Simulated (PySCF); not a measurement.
**Spinor energies of In²¹⁺ (indium, charge +21)**

Start: [Ar] 3d10. Calculated with PySCF 2.14 in an even-tempered Gaussian basis (17 s from 2.5 bohr⁻², ratio 2.8; 13 p from 3.2 bohr⁻², ratio 2.8; 8 d from 3.2 bohr⁻², ratio 2.8; 3 f from 16 bohr⁻², ratio 3): generalised Hartree-Fock with the X2C-1e Hamiltonian and a Gaussian nucleus; one run each with spin-orbit coupling (SO) switched off, then screened by Boettger's factors.

```json
{"spinor shell": "1s1/2", "electrons": "2", "ε, spin-free (eV)": "-28707.4", "ε, screened SO (eV)": "-28705.4", "weight of nominal j (screened SO)": "1.000", "rms radius, screened SO (bohr)": "0.0340"}
{"spinor shell": "2s1/2", "electrons": "2", "ε, spin-free (eV)": "-4904.3", "ε, screened SO (eV)": "-4903.7", "weight of nominal j (screened SO)": "1.000", "rms radius, screened SO (bohr)": "0.139"}
{"spinor shell": "2p1/2", "electrons": "2", "ε, spin-free (eV)": "-4459.7", "ε, screened SO (eV)": "-4606.5", "weight of nominal j (screened SO)": "1.000", "rms radius, screened SO (bohr)": "0.120"}
{"spinor shell": "2p3/2", "electrons": "4", "ε, spin-free (eV)": "-4459.7", "ε, screened SO (eV)": "-4392.6", "weight of nominal j (screened SO)": "1.000", "rms radius, screened SO (bohr)": "0.125"}
{"spinor shell": "3s1/2", "electrons": "2", "ε, spin-free (eV)": "-1428.1", "ε, screened SO (eV)": "-1427.9", "weight of nominal j (screened SO)": "1.000", "rms radius, screened SO (bohr)": "0.367"}
{"spinor shell": "3p1/2", "electrons": "2", "ε, spin-free (eV)": "-1279.1", "ε, screened SO (eV)": "-1307.4", "weight of nominal j (screened SO)": "1.000", "rms radius, screened SO (bohr)": "0.359"}
{"spinor shell": "3p3/2", "electrons": "4", "ε, spin-free (eV)": "-1279.1", "ε, screened SO (eV)": "-1266.1", "weight of nominal j (screened SO)": "1.000", "rms radius, screened SO (bohr)": "0.369"}
{"spinor shell": "3d3/2", "electrons": "4", "ε, spin-free (eV)": "-1051.9", "ε, screened SO (eV)": "-1056.8", "weight of nominal j (screened SO)": "1.000", "rms radius, screened SO (bohr)": "0.340"}
{"spinor shell": "3d5/2", "electrons": "6", "ε, spin-free (eV)": "-1051.9", "ε, screened SO (eV)": "-1048.4", "weight of nominal j (screened SO)": "1.000", "rms radius, screened SO (bohr)": "0.343"}
```

```tsv
quantity	spin-free	screened SO
E (hartree)	-5687.92448	-5689.18926
M_J	0	0
⟨J²⟩	0.000	0.000
⟨L²⟩	0.000	0.010
⟨S²⟩	0.000	0.010
```

Breit and QED terms are absent; they matter most for the inner s and p1/2 levels.

Densities and radii are taken from the X2C orbitals without a picture-change correction, which distorts them close to the nucleus.

Without spin-orbit coupling the j labels of p, d and f shells carry no meaning; the spin-free column gives the mean over the occupied spinors of each nl shell.
